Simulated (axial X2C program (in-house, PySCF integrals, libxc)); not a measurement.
**Which molecule has these constants?**

Computed with an in-house all-electron X2C program for linear molecules (integrals from PySCF), spin-free (one-electron X2C) or two-component (2c: spin–orbit coupling with atomic mean-field Coulomb and Gaunt terms, which also bring small scalar terms), in Dyall basis sets with cores contracted in-house; open shells are unrestricted.

A two-component PBE0 calculation in a Dyall 3-zeta basis gave Re = 1.478 Å, ωe = 1379.3 cm⁻¹, De = 4.60 eV, Ω = 1/2.

Which molecule is it?
A. LiP⁺
B. PC⁺
C. BP⁺
D. PN⁺
E. BeP⁺

D. The others have PC⁺ 1.620 Å and 1139.8 cm⁻¹ (Ω = 2); LiP⁺ 2.642 Å and 253.1 cm⁻¹ (Ω = 3/2); BP⁺ 1.852 Å and 769.5 cm⁻¹ (Ω = 3/2); BeP⁺ 2.014 Å and 660.1 cm⁻¹ (Ω = 1).

Each entry is the lowest single determinant of a limited PBE0 search at one distance. De goes to single-determinant-based atoms at the same level (for ions the charge split of lowest energy) and is withheld (n/a) where an atom does not fit its ground term or J level. Main or longest-lived isotopes. One determinant is a doubtful description, or other states lie close, for PN⁺, PC⁺, LiP⁺, BP⁺, BeP⁺; these need not be ground states, and all values refer to the states named. Some open-shell Ω = 0 determinants are out of reach, so the Ω given for PC⁺, BeP⁺ need not be the lowest component. With several unpaired electrons the Ω given is that of one determinant, not necessarily of the lowest component. Some light 2c atoms are not at their ground J level, so De misses part of their lowering (0.04 eV or less). The functionals have no current term, which raises determinants with orbital currents.
